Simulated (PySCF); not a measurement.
MnF₂, SMILES [F][Mn][F] (connectivity only; charge and spin as stated), neutral, multiplicity 6. Atoms are numbered in the order given.

```xyz
3

Mn     0.0000     0.0000     0.0000
F      0.0000     0.0000    -1.7916
F      0.0000     0.0000     1.7916
```
Charge 0, spin multiplicity 6.

Geometry: PBE0-D3(BJ)/def2-TZVP. The multiplicity is an assumed one; other spin states were not compared. The isomer is the one that the SMILES or the coordinates give; other isomers of the formula were not compared.

These are ωB97X/def2-TZVPD in PySCF values and carry that method's errors.

Mulliken values depend strongly on the basis, most of all with diffuse functions as here. ESP charges are fitted to the potential on shells at 1.4 to 2.0 van der Waals radii. Atomic charges (e):

| atom | Mulliken | ESP fit | meta-Löwdin | Mulliken spin |
|---|---|---|---|---|
| Mn1 | 1.30 | 1.06 | … | 4.82 |
| F2 | -0.65 | -0.53 | … | 0.09 |
| F3 | -0.65 | -0.53 | … | 0.09 |

**Question.** Complete the blanks. (Estimate from the structure and the level; the computed values follow.)

**Answer.** 
- Mn1, meta-Löwdin: 1.44
- F2, meta-Löwdin: -0.72
- F3, meta-Löwdin: -0.72
